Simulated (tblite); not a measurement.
Compound: C6H12SSi.
Numbering: `[CH3:1][C@@H:2]1[CH2:3][C@:4]12[CH2:5][C@@H:6]2[S:7][SiH3:8]` (hydrogens: H9, H10, H11 on C1; H12 on C2; H13, H14 on C3; H15, H16 on C5; H17 on C6; H18, H19, H20 on Si8)

Computed with GFN2-xTB (tblite), gas phase: L-BFGS steps from a force-field or distance-geometry start until the largest atomic force falls under 0.01 eV/Å.

Step 2: E = -650.8038 eV
```
atom  x, y, z in Å  |  force x, y, z in eV/Å
C1     -2.4305    0.3749    0.8846    0.249   0.034  -0.119
C2     -1.1379    0.6435    0.1462   -0.365   0.268   0.282
C3     -1.0322    0.3857   -1.3458   -0.016   0.277   0.037
C4     -0.3473   -0.4737   -0.3663    0.164  -0.282  -0.117
C5     -0.2441   -1.9243   -0.1222    0.052   0.057  -0.043
C6      0.9926   -1.0504   -0.2291    0.026  -0.095   0.426
S7      1.9536   -0.7625    1.2768    0.172   0.087   0.093
Si8     3.0246    1.0564    0.8441   -0.027   0.019  -0.076
H9     -2.9452   -0.4797    0.4632   -0.055  -0.100  -0.054
H10    -2.2246    0.1781    1.9336   -0.011  -0.007   0.041
H11    -3.0649    1.2473    0.8083   -0.233   0.132   0.052
H12    -0.6069    1.4967    0.5565    0.067   0.025  -0.142
H13    -0.4263    1.0616   -1.9293   -0.053   0.051  -0.113
H14    -1.8796   -0.0304   -1.8639   -0.132   0.080  -0.053
H15    -0.5570   -2.2907    0.8432    0.178  -0.056   0.044
H16    -0.4407   -2.5922   -0.9446   -0.017  -0.169  -0.037
H17     1.6063   -1.1452   -1.1050    0.235  -0.073  -0.184
H18     2.0542    2.1354    0.6543    0.040  -0.068  -0.006
H19     3.7959    0.8543   -0.3842   -0.088  -0.018   0.057
H20     3.9049    1.3260    1.9780   -0.186  -0.164  -0.087
```

Step 3: E = -650.8188 eV
```
atom  x, y, z in Å  |  force x, y, z in eV/Å
C1     -2.4308    0.3757    0.8842    0.068   0.055  -0.059
C2     -1.1450    0.6487    0.1495    0.018   0.021   0.000
C3     -1.0360    0.3950   -1.3441    0.014   0.042   0.093
C4     -0.3469   -0.4761   -0.3681    0.009   0.039  -0.057
C5     -0.2416   -1.9264   -0.1230   -0.027  -0.008  -0.031
C6      0.9936   -1.0573   -0.2253    0.209   0.052   0.261
S7      1.9621   -0.7594    1.2864    0.043   0.035  -0.083
Si8     3.0253    1.0597    0.8419   -0.092  -0.092  -0.067
H9     -2.9453   -0.4810    0.4623   -0.029  -0.052  -0.037
H10    -2.2248    0.1782    1.9331   -0.018  -0.008   0.046
H11    -3.0689    1.2486    0.8097   -0.204   0.068   0.061
H12    -0.6040    1.4984    0.5530    0.034   0.029  -0.097
H13    -0.4266    1.0636   -1.9332   -0.075   0.063  -0.071
H14    -1.8823   -0.0284   -1.8650   -0.059   0.134  -0.002
H15    -0.5524   -2.2920    0.8445    0.161  -0.052   0.012
H16    -0.4408   -2.5962   -0.9452    0.003  -0.143   0.004
H17     1.6118   -1.1469   -1.1091    0.095  -0.057   0.061
H18     2.0566    2.1319    0.6544   -0.038   0.022  -0.024
H19     3.7925    0.8539   -0.3812   -0.028  -0.029  -0.037
H20     3.8981    1.3207    1.9737   -0.085  -0.119   0.027
```

**Question.** Estimate the geometry and energy of step 4. (The exact step hangs on the optimiser's Hessian estimate; all steps are aligned on step 3, rigid shifts and turns removed.)

**Answer.** E = -650.8249 eV, largest force 0.172 eV/Å
```
atom  x, y, z in Å  |  force x, y, z in eV/Å
C1     -2.4309    0.3769    0.8834   -0.033   0.050  -0.012
C2     -1.1465    0.6507    0.1500    0.096  -0.031  -0.038
C3     -1.0377    0.3993   -1.3421    0.041  -0.020   0.008
C4     -0.3467   -0.4761   -0.3693    0.055   0.047  -0.003
C5     -0.2410   -1.9273   -0.1239    0.011   0.015  -0.019
C6      0.9976   -1.0592   -0.2204    0.097   0.080   0.085
S7      1.9662   -0.7576    1.2891    0.001  -0.014  -0.084
Si8     3.0241    1.0594    0.8399   -0.087  -0.083  -0.051
H9     -2.9456   -0.4822    0.4613    0.004   0.004  -0.016
H10    -2.2251    0.1782    1.9335   -0.025   0.002   0.007
H11    -3.0737    1.2499    0.8113   -0.144   0.002   0.058
H12    -0.6022    1.4996    0.5500    0.026   0.034  -0.070
H13    -0.4279    1.0655   -1.9359   -0.094   0.050  -0.031
H14    -1.8840   -0.0252   -1.8652   -0.028   0.146   0.027
H15    -0.5479   -2.2934    0.8452    0.140  -0.044  -0.004
H16    -0.4407   -2.6002   -0.9454    0.025  -0.103   0.037
H17     1.6152   -1.1485   -1.1092    0.042  -0.045   0.161
H18     2.0569    2.1310    0.6541   -0.060   0.047  -0.031
H19     3.7908    0.8533   -0.3807   -0.006  -0.033  -0.075
H20     3.8941    1.3167    1.9725   -0.059  -0.105   0.052
```

The energy changes by -0.0061 eV. The first-order estimate −F·Δx gives -0.0081 eV and the mean of the old and new forces, exact on a quadratic surface, -0.0061 eV. The step makes an angle of 37° with the force vector and moves no atom by more than 0.007 Å.

What follows is the cost of the whole relaxation. On one thread of an Arm Neoverse N1, no GPU (shared host), this took 0.67 s of wall time.
